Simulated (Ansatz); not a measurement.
Z-matrix (Å, degrees):
```
Si
C 1 1.872
F 1 1.601 2 110.5
H 1 1.479 2 108.9 3 118.9
H 1 1.479 2 108.9 3 -118.9
S 2 1.611 1 115.8 3 -179.8
H 2 1.093 1 123.7 3 0.2
```

Charge 0, multiplicity 1.

Q: List the PBE0/def2-TZVPP orbital energies in eV (Ansatz). (Estimate.)

A: Computed: Occupied: -2422.88, -1803.81, -673.95, -280.25, -218.19, -162.04, -161.97, -161.78, -146.03, -100.75, -100.67, -100.65, -33.33, -22.74, -17.11, -15.53, -13.37, -12.88, -12.80, -11.68, -10.42, -10.38, -9.10, -6.85. Lowest empty: -3.12, 0.12, 0.95, 1.74, 2.52, 2.78, 2.88, 4.21.
